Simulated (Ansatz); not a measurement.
Ideal-gas functions of CH3BrFIn (`[CH3][In]([F])[Br]`) at 400 K and 1 bar, from an Ansatz frequency run at PBE0-D4/def2-TZVP.

Molar mass 228.76 g/mol, point group Cs (symmetry number 1), electronic degeneracy 1, moments of inertia 108.781, 406.242, 511.843 u Å². Harmonic wavenumbers (cm⁻¹, unscaled): 24, 83, 114, 121, 254, 522, 588, 735, 756, 1196, 1447, 1447, 3077, 3177, 3189.

Use S(trans) = R[1.5 ln M + 2.5 ln T − 1.1517]; rotational temperatures θ = 24.2544 K / I; S(rot) = R[ln(√π/σ · √(T³/θAθBθC)) + 1.5]; for each mode x = 1.438777 ν̃/T, S = R[x/(eˣ − 1) − ln(1 − e⁻ˣ)] and H = RT x/(eˣ − 1); 1 cm⁻¹ = 0.0119627 kJ/mol; R = 8.31446 J/(mol·K).

Q: By hand: the entropy, in J/(mol·K).

A: Translation 182.7. Rotation: θ = 0.223, 0.0597, 0.0474 K, giving 122.6. Vibration, mode by mode: 28.68, 18.40, 15.78, 15.30, 9.35, 4.20, 3.48, 2.30, 2.16, 0.60, 0.28, 0.28, 0.00, 0.00, 0.00, in all 100.8. Electronic 0.0. Sum 406.1 J/(mol·K).

Q: By hand: H − E and G − E in kJ/mol, counted from the electronic energy.

A: Zero-point energy ½ × 16730 × 0.0119627 = 100.1; thermal vibration 17.2; translation, rotation and pV give 4 RT = 13.3. H − E = 130.6 kJ/mol, and G − E = 130.6 − 400 × 406.1/1000 = -31.8 kJ/mol.

Vibration gives 25 % of the entropy, 78.2 J/(mol·K) of it from the modes under 150 cm⁻¹: soft modes count most, and the harmonic formula is weakest for them.
